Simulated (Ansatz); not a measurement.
Job for Ansatz (a first-principles code): R-r2SCAN/def2-TZVPP on H2O (SMILES O).

Ansatz 0.2 input:
```yaml
crystal:
  periodic: [false, false, false]
  atoms:
    - {symbol: O, position_ang: [-0.00000000, 0.00000000, 0.38961139]}
    - {symbol: H, position_ang: [0.00000000, 0.76498632, -0.19485569]}
    - {symbol: H, position_ang: [0.00000000, -0.76498632, -0.19485569]}
basis:
  gaussian:
    orbitals: def2-TZVPP
hamiltonian:
  xc: {name: r2SCAN}
scf: {lower_state_search: off}
```

Output:

```
WARN ansatz: RAYON_NUM_THREADS=4 ignored (pool sized by the plan → 4); use --threads N
Functional definition: r2SCAN
these checks for a lower state are left out or cut short: stability, starts, cluster_reference, orbital_swaps, neighbouring_geometries, increment
integrals: 0.01 GiB planned
269 factors; their error is unknown
mean field: 0.11 GiB planned
mean field evaluation 1: about -2074.9216 eV, gradient 5.5e1 eV
mean field evaluation 2: about -2065.6847 eV, gradient 9.0e1 eV
mean field evaluation 4: about -2079.5809 eV, gradient 6.0e-1 eV
mean field evaluation 8: about -2079.5805 eV, gradient 1.9e-1 eV
mean field -2079.58048684 eV, -76.4231733012 hartree, gradient 7.6e-6 eV, S^2 0.000000; 0 other end points of the search recorded, 0 dependent functions left out
reference -2079.58049206 eV, -76.4231734930 hartree; 5, 5 occupied and 54, 54 virtual orbitals, 269 factors
Total energy: -2079.58049206 eV, -76.4231734930 hartree
Checks for a lower state left out: stability, starts, cluster_reference, orbital_swaps, neighbouring_geometries, increment
```

The run converged.

Cost: around 0.8 core-seconds (rough).
